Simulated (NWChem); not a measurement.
# SeCl$_{4}$; SMILES Cl[Se](Cl)(Cl)Cl

Program: NWChem. All runs use the structure optimised with PBE0/def2-SVP.

Diagonal of the polarisability tensor at PBE0/def2-SVPD, static: 92.99, 135.67, 74.18 bohr³.

Find the mean polarisability volume, the molar refraction, and the refractive index that an ideal gas of it would have at 273.15 K and 1 atm.


1. Mean: one third of the trace = 100.95 bohr³ × 0.14818 Å³/bohr³ = 14.96 Å³.
2. Molar refraction (Lorentz-Lorenz): (4π/3) N_A α = 37.7 cm³/mol.
3. Number density p/kT = 2.687 × 10⁻⁵ Å⁻³; n − 1 = 2π N α = 25.25 × 10⁻⁴.
4. These hold the electronic response alone: vibrational and orientational terms add to the static dielectric constant.
